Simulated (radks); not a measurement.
Values are calculated unless marked as measured or tabulated.
Spherical jellium clusters: N electrons in a uniform positive sphere of charge N and radius rs N^(1/3), rs = 4.82 bohr. Level of theory: non-relativistic Kohn-Sham, PBEsol, spin-polarised, spherical densities (a radial shooting solver with Libxc functionals). Levels are named by radial order and angular momentum (1s, 1p, 1d, 2s, ...), and open shells are averaged over m.

N = 10, configuration 1s2 1p6 1d(up 2, down 0). This is the lowest configuration that the search found. Occupied levels:

| level | occupation | eigenvalue (eV) | <r> (bohr) |
|---|---|---|---|
| 1s up | 1 | -3.8567 | 6.950 |
| 1s down | 1 | -3.7481 | 6.519 |
| 1p up | 3 | -3.1282 | 8.110 |
| 1p down | 3 | -2.9191 | 7.878 |
| 1d up | 2 | -2.1813 | 9.073 |

Energy (eV): total -17.5095, kinetic 12.756, external -310.60, Hartree 153.81, exchange-correlation -30.709, background 157.22.

Electron density:

| r (bohr) | n(r) (e/bohr^3) |
|---|---|
| 1.17 | 0.001308 |
| 2.42 | 0.001656 |
| 3.68 | 0.002122 |
| 4.94 | 0.002523 |
| 6.19 | 0.002646 |
| 7.45 | 0.002340 |
| 8.70 | 0.001664 |
| 9.96 | 0.0009170 |
| 11.2 | 0.0003915 |
| 12.5 | 0.0001382 |
| 13.7 | 0.00004530 |
| 15.0 | 0.00001427 |
| 16.2 | 4.455e-06 |
